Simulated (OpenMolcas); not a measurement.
**Pt2+ in a ligand field**

Pt2+ with 2 ligands (chloride) in linear coordination (D∞h) at 2.4 Å. Ligand basis ANO-RCC-VDZP.
```
Pt    0.0000    0.0000    0.0000
Cl    0.0000    0.0000    2.4000
Cl    0.0000    0.0000   -2.4000
```

```yaml
Program: OpenMolcas
Method: CASSCF
Basis: ANO-RCC-VTZP [8s7p5d3f1g]
Scalar_Hamiltonian: DKH2, point nucleus
Active_space: 8 electrons in 5 orbitals (5d)
State_averaging: 2S+1 = 3 even, 10 roots; 2S+1 = 1 even, 15 roots
Spin-orbit_coupling: state interaction with AMFI integrals over the reference wave functions
```

The lowest spin-free states (labels by Λ), above the lowest:

```csv
State,Degeneracy,E (cm-1)
3Π,2,0.0
3Σ,1,602.2
3Δ,2,611.0
3Φ,2,2233
1Σ,1,3217
1Π,2,5511
3Π,2,10542
1Δ,2,12505
1Σ,1,15775
1Π,2,16231
3Σ,1,16675
1Δ,2,17412
1Φ,2,17647
1Γ,2,22261
1Σ,1,41034
```

The lowest levels with spin-orbit coupling:

```tsv
E (cm-1)	Degeneracy	2S+1	g
0.0	1	3 (90 %)	
35.2	2	3	0.00 0.00 2.44
250.9	2	3	0.00 0.00 5.11
847.0	2	3	0.00 0.00 7.62
1663	2	3	0.00 0.00 9.96
5100	1	1 (57 %)	
6869	2	1 (56 %)	0.00 0.00 2.03
8096	2	3 (85 %)	0.00 0.00 4.80
8797	1	3	
9258	2	3	0.00 0.00 2.31
10212	2	3	0.00 0.00 6.35
11112	2	3 (82 %)	0.00 0.00 3.77
14755	2	3	0.00 0.00 1.56
15872	2	3	0.00 0.00 4.52
16765	1	3 (68 %)	
17667	1	3 (83 %)	
18839	2	1 (68 %)	0.00 0.00 1.91
19369	1	3	
21294	1	3 (67 %)	
21465	2	1 (88 %)	0.00 0.00 3.85
```

Powder χT (cm3 K/mol): 0.221 at 2 K, 1.09 at 10 K, 2.29 at 50 K, 2.5 at 100 K, 2.69 at 200 K, 2.78 at 300 K. The effective moment at 300 K is 2.828 √(χT) = 4.71 μB.

Metal share of the active 5d orbitals (Löwdin): 71, 91, 91, 100, 100 %; Mulliken charge of the metal 0.80.

Spin-orbit coupling mixes the spin-free states strongly: the lowest level takes only 47 % from its leading state, 3Π. Without dynamic correlation the repulsion within the d shell is too large (B by tens of per cent), so at a given field states of lower spin stand too high. Real 4d8 and 5d8 ions are as a rule square planar and diamagnetic. The least metal-like active orbital is 71 % on the metal (Löwdin) and no ligand orbital is active, so the numbers are rough. Ligand-to-metal charge-transfer states are missing. With no ligand orbital active B as a rule stays too high, so bands that hang on it stand too high and its fall with covalency is understated. The distance lies 4 % over the 2.3 Å that this model takes as the normal distance (a Shannon-type radius plus a fixed donor radius); by an R⁻⁵ law this alone changes a d-shell field by about -19 %. No measured value stands beside these numbers; the geometry was imposed, not optimised, and the real ion may take another.

With an even number of electrons the g values are those of a degenerate or nearly degenerate non-Kramers pair.
